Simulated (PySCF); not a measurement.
## C7H8FO: g tensor and hyperfine couplings

Species: C₇H₈FO (doublet state).
Z-matrix (Å and degrees, GFN2-xTB geometry), rows numbered from 1:
```
C 
C   1  1.4128
O   2  1.2400  1  122.73
C   2  1.4798  1  115.97  3   179.92
F   4  1.3580  2  114.84  1     0.01
C   4  1.3503  2  129.05  1  -179.97
C   6  1.4288  4  125.20  2    -0.04
C   7  1.3445  6  125.19  4   179.98
C   8  1.4860  7  127.83  6     0.02
H   1  1.0754  2  118.73  3    -0.03
H   1  1.0743  2  122.24  3  -179.89
H   6  1.0826  4  116.05  2   179.99
H   7  1.0799  6  115.52  4     0.02
H   8  1.0827  7  117.81  6  -179.98
H   9  1.0907  8  109.58  7   121.23
H   9  1.0850  8  112.92  7    -0.19
H   9  1.0906  8  109.54  7  -121.61
```

The hyperfine couplings belong to this conformer and change with its torsions.

As a line formula: `[CH2]C(=O)/C(F)=C\C=C/C` [radical].

Level of theory: PySCF, UKS B3LYP, pcH-1 on C F H O, non-relativistic, mean-field spin-orbit, GIAO. Isolated species at its GFN2-xTB geometry (one conformer only). A GFN2-xTB geometry isn't a minimum of the functional, and hyperfine couplings can be far from their values at a DFT geometry. Stability of the SCF solution: not tested.

```
g1, g2, g3                      : 2.00213, 2.00411, 2.00843
g_iso                           : 2.00489
Form of g                       : rhombic: the two nearest values differ by 31 % of g3 − g1
⟨S²⟩                            : 0.7642 (exact 0.7500)
α and β electrons               : 34, 33
HOMO–LUMO gap, α and β orbitals : 4.46, 2.39 eV
Basis functions                 : 305
```

Hyperfine couplings atom by atom, in G; T1 to T3 are the principal values of the dipolar part (MHz turned into gauss with g_iso; 10 G = 1 mT):

```
atom  isotope  a_iso     T1     T2    T3  Mulliken spin population
  C1      13C   23.3  -23.2  -22.9  46.1                      0.86
  C2      13C  -14.4   -5.1    1.4   3.7                     -0.12
  O3      17O   -7.0  -32.4   16.0  16.3                      0.30
  C4      13C   -0.5   -0.4    0.1   0.3                      0.00
  F5      19F   -1.3   -2.0   -0.4   2.4                      0.00
  C6      13C    0.0   -0.3    0.1   0.2                      0.01
  C7      13C   -0.7   -0.4    0.0   0.4                     -0.01
  C8      13C    0.9   -1.0   -0.9   1.9                      0.04
  C9      13C   -0.4   -0.1    0.0   0.0                      0.00
 H10       1H  -18.4  -10.5   -0.8  11.3                     -0.04
 H11       1H  -18.8  -11.2   -0.6  11.7                     -0.03
 H12       1H   -0.2   -0.3   -0.3   0.6                      0.00
 H13       1H    0.2   -0.9   -0.9   1.8                      0.00
 H14       1H   -0.8   -0.3   -0.2   0.5                      0.00
 H15       1H    1.5   -0.1   -0.1   0.2                      0.00
 H16       1H    0.0   -0.2   -0.1   0.2                      0.00
 H17       1H    1.5   -0.1   -0.1   0.2                      0.00
```

The largest Mulliken spin populations are on C1 (+0.86), O3 (+0.30) and C2 (-0.12). The positive populations add up to 1.21 and the negative ones to -0.21, together 2S = 1. The angles at C1 add up to 360.0°, so it is planar; its axial dipolar tensor and the negative couplings of its protons fit spin in a p orbital normal to that plane.

Axes: g3 points within 7° of the C2–O3 bond.

Under fast tumbling the dipolar parts average out, and these isotropic splittings remain: 1 × 1H (H11, I = 1/2, 2 lines) with 1.88 mT, 1 × 1H (H10, I = 1/2, 2 lines) with 1.84 mT, 1 × 19F (F5, I = 1/2, 2 lines) with 0.13 mT, 3 × 1H (H15/H16/H17, I = 1/2, 4 lines) with 0.10 mT and 1 × 1H (H14, I = 1/2, 2 lines) with 0.08 mT.

Means are taken over nuclei equivalent by connectivity, which assumes that they swap fast. H10 and H11 aren't averaged: C1 is flat or nearly so (angle sum 360°), and its turn about the short C1–C2 bond (1.41 Å) is taken as slow.

The 17O coupling of O3 (-19.6 MHz) shows only in satellite lines or after enrichment, since that isotope makes up about 0.038 % of natural oxygen.

The 13C coupling of C1 (65.4 MHz) shows only in satellite lines or after enrichment, since that isotope makes up about 1.07 % of natural carbon.

β density exceeds α density at some nuclei, such as C2 (-0.0359), H11 (-0.0118) and H10 (-0.0115), spin density in bohr⁻³. In a single determinant that takes different orbitals for the two spins, that is spin polarisation.
